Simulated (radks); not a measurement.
The praseodymium ion Pr3+, configuration [Xe] 4f2.

All-electron calculation, scalar-relativistic Kohn-Sham, Slater X-alpha with alpha = 0.76, spin-polarised, spherical densities, finite nucleus; open shells are filled with parallel spins first (spin-orbit coupling, left out, can overturn this in heavy ions); Fermi nuclear charge, rms radius 4.8919 fm. Program: a radial shooting solver on a logarithmic mesh with Libxc functionals.

Energy parts (hartree):
part                   energy
total              -9251.5970
kinetic             9827.1496
electron-nucleus  -22375.0115
Hartree             3527.6606
exchange            -231.3956

Orbitals (lengths in bohr, moments of r in powers of bohr; <r^-3> diverges for s and p1/2; r(90%) holds 90 % of the orbital's charge):
orbital  occ.  eigenvalue (hartree)      <r^2>  <r^-3>  r(90%)
1s up       1             -1538.900  0.0007898       -  0.0435
1s down     1             -1538.900  0.0007898       -  0.0435
2s up       1             -248.9726    0.01252       -   0.159
2s down     1             -248.9720    0.01252       -   0.159
2p up       3             -223.1374   0.009987    8504   0.147
2p down     3             -223.1371   0.009987    8504   0.147
3s up       1             -54.73482    0.08466       -   0.399
3s down     1             -54.70743    0.08460       -   0.399
3p up       3             -46.53578    0.08456    1719   0.405
3p down     3             -46.50865    0.08450    1721   0.404
3d up       5             -34.98419    0.07185   235.7   0.386
3d down     5             -34.96289    0.07177   236.0   0.386
4s up       1             -11.82956     0.4340       -   0.891
4s down     1             -11.75642     0.4337       -   0.891
4p up       3              -9.13643     0.4891   376.2   0.954
4p down     3              -9.06290     0.4890   376.4   0.954
4d up       5              -5.27348     0.6001   42.61    1.08
4d down     5              -5.20002     0.6006   42.61    1.08
4f up       2              -1.17079      1.229   5.187    1.66
4f down     0              -1.10458      1.279   5.107    1.70
5s up       1              -2.45200      2.369       -    2.08
5s down     1              -2.40673      2.401       -    2.10
5p up       3              -1.75740      3.100   58.94    2.40
5p down     3              -1.72194      3.157   57.27    2.42

The highest occupied level is 4f up at -31.859 eV. Summed over all electrons, <r^2> = 37.28 bohr^2, which gives a Langevin (diamagnetic) susceptibility term of -29.5 x 10^-6 cm^3/mol. For comparison, the ionisation energy in NIST's Atomic Spectra Database is 38.98 eV (semi-empirical). In exact Kohn-Sham theory the highest level is minus the ionisation energy, but local and semilocal functionals leave it too shallow, through self-interaction and a potential that decays too fast; potentials with the right tail come closer. The electron density at the nucleus is 4.326e+05 e/bohr^3 (large components only). The spin density at the nucleus is -0.181 e/bohr^3 (1s 0.007, 2s -0.244, 3s -3.537, 4s -0.497, 5s 4.090). Spin moment in Bohr magnetons: 2.
